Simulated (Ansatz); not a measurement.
Born–Oppenheimer molecular dynamics of ClFGeH2 (5 atoms, charge 0, multiplicity 1). It starts from a relaxed structure.

Level of theory: RHF/def2-SVP in Ansatz.

```json
{
 "ensemble": "NVE (velocity Verlet)",
 "time step": "0.5 fs",
 "steps asked": "500",
 "starting velocities drawn for": "1000 K",
 "seed": "511141"
}
```

First frame:

```xyz
5
Properties=species:S:1:pos:R:3
Ge 0.012 -0.021 -0.056
F -0.005 0.009 1.661
H 1.463 0.050 -0.492
Cl -1.010 1.749 -0.712
H -0.774 -1.242 -0.493
```

(1) What does the run give?

(2) What happens to the structure?

(3) How do temperature and energy run in time?

## Answers

(1) The run went to its last step.

```json
{
  "steps done": "500",
  "time covered": "250 fs",
  "mean temperature over the second half": "506 K",
  "spread of the potential energy over the second half": "14.5 meV per atom",
  "mean potential energy of the second half above the start": "38.4 meV per atom"
}
```

The conserved energy stayed within 0.35 meV per atom of its start (net change 0.16 meV per atom), so the integration is sound. Over the second half the temperature averaged 0.51 of the 1000 K drawn at the start: a run that starts near a minimum puts about half its kinetic energy into the potential. A run of 0.25 ps of so small a system gives no equilibrium averages.

(2) The same pairs are bonded in the first frame and the last. Pairs count as bonded within 1.25 times the sum of covalent radii (0.12 Å more for H–H). Another seed would give other details.

(3) 
| time (fs) | T (K) | potential energy less start (eV) | conserved less start (meV/atom) |
| --- | --- | --- | --- |
| 0 | 1000 | 0.000 | 0.00 |
| 20.5 | 715 | 0.111 | 0.02 |
| 41 | 236 | 0.297 | 0.22 |
| 61.5 | 322 | 0.265 | 0.32 |
| 82 | 533 | 0.183 | 0.26 |
| 102.5 | 441 | 0.217 | 0.11 |
| 123 | 340 | 0.257 | 0.12 |
| 143.5 | 711 | 0.112 | 0.08 |
| 164 | 768 | 0.091 | 0.11 |
| 184.5 | 248 | 0.293 | 0.29 |
| 205 | 98 | 0.351 | 0.33 |
| 225.5 | 532 | 0.183 | 0.22 |
| 246 | 790 | 0.082 | 0.05 |

The run took 7.6 min on 1 thread of Arm Neoverse V2 (shared host), peak memory 0.12 GiB.
